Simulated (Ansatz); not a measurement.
Mulliken charges of `CNBF` from PBE/def2-TZVPP in Ansatz (PBE0-D4/def2-TZVP geometry).

```csv
atom,x (Å),y (Å),z (Å),charge (e)
C1,-0.214,0.931,-0.638,-0.165
N2,0.222,-0.395,-0.274,-0.147
B3,0.160,-0.955,0.994,0.165
F4,0.606,-2.205,1.179,-0.233
H5,-1.009,0.904,-1.390,0.098
H6,-0.606,1.434,0.247,0.088
H7,0.609,1.534,-1.033,0.098
H8,0.603,-0.945,-1.030,0.151
H9,-0.282,-0.350,1.928,-0.055
```

Q: By hand: the dipole of these point charges (1 e Å = 4.8032 D).

A: Σ q r = (-0.098, 0.502, -0.442) e Å, of length 0.676 e Å = 3.25 D.

Q: How does the dipole of the full density compare? (Best estimate.)

A: Ansatz gave: (-0.042, 0.331, -0.394) e Å, 2.48 D; the point charges give 1.31 times that, at 9° from its direction.

Point charges leave out the atoms' own dipoles, such as those of lone pairs, and Mulliken's split depends on the basis, so the two needn't agree.
